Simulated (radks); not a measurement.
The numbers below are computed, except where a source is named.
Problem. S X, configuration [He] 2s2 2p3. Level of theory: scalar-relativistic Kohn-Sham, r2SCAN, spin-polarised, spherical densities, finite nucleus; open shells are filled with parallel spins first; meta-GGA in the generalised Kohn-Sham scheme; Fermi nuclear charge, rms radius 3.2611 fm (a radial shooting solver on a logarithmic mesh with Libxc functionals). Some entries of the table are withheld. Estimate them.

orbital,occ.,eigenvalue (hartree),<r^2> (bohr^2)
1s up,1,-100.5318,0.01259
1s down,1,-100.1355,0.01245
2s up,1,-17.35642,0.2248
2s down,1,-16.61214,0.2335
2p up,3,-15.60751,0.1839
2p down,0,-14.71220,0.1947
3s up,0,(1),1.461
3s down,0,(2),1.414
3p up,0,-5.51667,1.461

Solution. 
(1) 3s up eigenvalue (hartree): -6.01077
(2) 3s down eigenvalue (hartree): -5.57970
